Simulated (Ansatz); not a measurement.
The lowest singlet and triplet of PH (SMILES [PH]); geometries from B3LYP-D3(BJ)/def2-TZVP, each state relaxed from the structure named, with no frequency check, low spin by broken symmetry.
Singlet (charge 0, multiplicity 1):
```xyz
2

P      0.0000     0.0000    -0.0893
H      0.0000     0.0000     1.3396
```

A positive gap puts the triplet lower; no zero-point energy. R- takes a restricted singlet, here one determinant of a half-filled degenerate or near-degenerate pair, which mixes singlet states. U- takes an unrestricted singlet (broken symmetry where lower, unprojected). The triplet is unrestricted in single-reference levels. Active spaces average the two states.

Cores are frozen in the correlated methods.

The values were computed with Ansatz (Gaussian orbitals). 

```tsv
level	gap E(singlet) − E(triplet), vertical, at the singlet's geometry (kJ/mol)
R-r2SCAN/def2-TZVPP	169.3
U-B3LYP/def2-TZVPP (spin-contaminated)	27.5
R-PBE0/def2-TZVPP	152.8
SA-CASSCF(6,5)/cc-pV(D+d)Z	133.9
SC-NEVPT2 on SA-CASSCF(6,5)/cc-pV(D+d)Z	119.3
SC-NEVPT2 on SA-CASSCF(6,5)/cc-pV(T+d)Z	103.0
FIC-NEVPT4(SD) on SA-CASSCF(6,5)/cc-pV(Q+d)Z	93.2
FIC-MRCISD+Q on SA-CASSCF(6,5)/cc-pV(T+d)Z	96.3
FIC-MRCISD+Q on SA-CASSCF(6,5)/cc-pV(Q+d)Z	?
```

Q: Complete the blanks.

A: 
- FIC-MRCISD+Q on SA-CASSCF(6,5)/cc-pV(Q+d)Z, gap E(singlet) − E(triplet), vertical, at the singlet's geometry (kJ/mol): 91.2

Doubts at one or more of the structures used: a restricted determinant that unrestricted orbitals would lower (R-r2SCAN/def2-TZVPP, R-PBE0/def2-TZVPP).

Ansatz is a quantum-chemistry and plane-wave program.
